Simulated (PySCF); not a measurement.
Bond stretch in BeF, doublet. Each curve is given relative to its own lowest point near equilibrium.

```json
[
 {"R / Å": "1.10", "A": "118.0", "B": "89.7", "C": "119.8"},
 {"R / Å": "1.17", "A": "61.6", "B": "42.2", "C": "63.0"},
 {"R / Å": "1.24", "A": "27.4", "B": "15.5", "C": "28.4"},
 {"R / Å": "1.29", "A": "12.7", "B": "5.4", "C": "13.5"},
 {"R / Å": "1.32", "A": "7.0", "B": "2.1", "C": "7.5"},
 {"R / Å": "1.37", "A": "1.4", "B": "0.0", "C": "1.6"},
 {"R / Å": "1.40", "A": "0.0", "B": "0.5", "C": "0.0"},
 {"R / Å": "1.46", "A": "0.8", "B": "4.5", "C": "0.4"},
 {"R / Å": "1.50", "A": "3.4", "B": "8.8", "C": "2.7"},
 {"R / Å": "1.58", "A": "12.2", "B": "20.4", "C": "10.9"},
 {"R / Å": "1.72", "A": "34.4", "B": "45.7", "C": "32.1"},
 {"R / Å": "1.86", "A": "60.4", "B": "73.0", "C": "56.9"},
 {"R / Å": "2.05", "A": "95.9", "B": "108.5", "C": "90.6"}
]
```

Energies in mEh.

Q: Which curve belongs to which method? The methods are SC-NEVPT2 on CASSCF(9,5)/6-31G, all electrons correlated (PySCF); CCSD(T) on UHF/6-31G, 1 core orbital frozen (PySCF); PySCF with unrestricted B3LYP/6-31G*, spherical d.

A: A is NEVPT2; B is UKS-B3LYP/6-31G*; C is UCCSD(T).

The scan ran from 1.10 to 5.52 Å; beyond the distances shown one of the unrestricted levels run for this scan, shown here or not, changes its spin distribution in one step.
